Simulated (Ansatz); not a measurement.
A CCSD(T) single point on `BPB(F)Cl`.

```yaml
crystal:
  periodic: [false, false, false]
  atoms:
    - {symbol: B, position_ang: [-0.167005, 0.427517, 1.498250]}
    - {symbol: P, position_ang: [0.147156, -0.863836, 0.226399]}
    - {symbol: B, position_ang: [0.347177, -0.109475, -1.490935]}
    - {symbol: F, position_ang: [-0.202150, -0.684807, -2.541044]}
    - {symbol: Cl, position_ang: [1.338355, 1.308846, -1.735222]}
    - {symbol: H, position_ang: [-0.876451, 0.176895, 2.422080]}
    - {symbol: H, position_ang: [0.437695, 1.450276, 1.421949]}
    - {symbol: H, position_ang: [-0.932679, -1.762615, 0.142724]}
basis:
  gaussian: {orbitals: def2-TZVPP}
correlation: {method: ccsd_t}
output: {orbitals: {seedname: orbitals}}
```

```sh
$ ansatz run in.yaml --threads 4 --pin off --events-out ev --progress --plain
```

Output of Ansatz, abridged:

```
Functional definition: HF
1326 factors; integrals over basis functions are off by at most 7.0e-4 eV
mean field evaluation 1: about -25874.5884 eV, gradient 2.9e1 eV
mean field evaluation 2: about -25874.8382 eV, gradient 2.9e1 eV
mean field evaluation 4: about -25877.1786 eV, gradient 3.6e0 eV
mean field evaluation 8: about -25877.2455 eV, gradient 3.2e-1 eV
mean field evaluation 16: about -25877.2465 eV, gradient 1.6e-6 eV
mean field -25877.24648154 eV, -950.9712679691 hartree, gradient 1.6e-6 eV, S^2 0.000000; 0 other end points of the search recorded, 0 dependent functions left out
13 core orbitals not correlated: weight in the atoms' cores, before any rotation towards them, 1.000 or more for the frozen orbitals, at most 0.000 for the correlated occupied ones
reference -25877.24648154 eV, -950.9712679691 hartree; 14, 14 occupied and 192, 192 virtual orbitals, 1326 factors
second order -21.33378376 eV of doubles, -0.00000000 eV of singles
cycle   1  -22.01489236 eV  change   -6.8e-1 eV  update   1.1e-1
cycle   2  -22.53634824 eV  change   -5.2e-1 eV  update   3.3e-2
cycle   3  -22.66122155 eV  change   -1.2e-1 eV  update   1.9e-2
cycle   4  -22.64950441 eV  change    1.2e-2 eV  update   6.3e-3
cycle   5  -22.64337377 eV  change    6.1e-3 eV  update   3.1e-3
cycle   6  -22.64442523 eV  change   -1.1e-3 eV  update   1.2e-3
cycle   7  -22.64426796 eV  change    1.6e-4 eV  update   4.8e-4
cycle   8  -22.64417753 eV  change    9.0e-5 eV  update   1.9e-4
cycle   9  -22.64429951 eV  change   -1.2e-4 eV  update   8.2e-5
cycle  10  -22.64431839 eV  change   -1.9e-5 eV  update   2.9e-5
perturbative correction -0.93245073 eV, -0.0342669324 hartree
Total energy: -25900.82325066 eV, -951.8376982533 hartree
```

It took 110 s on 4 threads of a server CPU on a shared host, with 3.2 GiB of host memory at the peak.

Correlation energy per correlated electron: -0.842 eV. T1 diagnostic: 0.0152.
